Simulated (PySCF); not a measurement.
Computed with PySCF with PBE-D3(BJ)/def2-TZVP // PBE0-D4/def2-TZVP. All species are isolated molecules in the gas phase. One relaxed conformer stands for a flexible species; it need not be the lowest. 

Reference species (SMILES): `Br[Si](Br)(Br)Br` (neutral, multiplicity 1).

```
Property                   Value
----------------------  --------
HOMO                    -7.40 eV
S1 oscillator strength     0.000
```

Changed species: `O[Si](O)(O)O` (4 of 4 Br replaced by OH; the reference has 0 of 4 Br replaced by OH).

What does the change do to the HOMO and S1 oscillator strength?

the HOMO increases by 0.07 eV, to -7.33 eV; the S1 oscillator strength hardly moves.
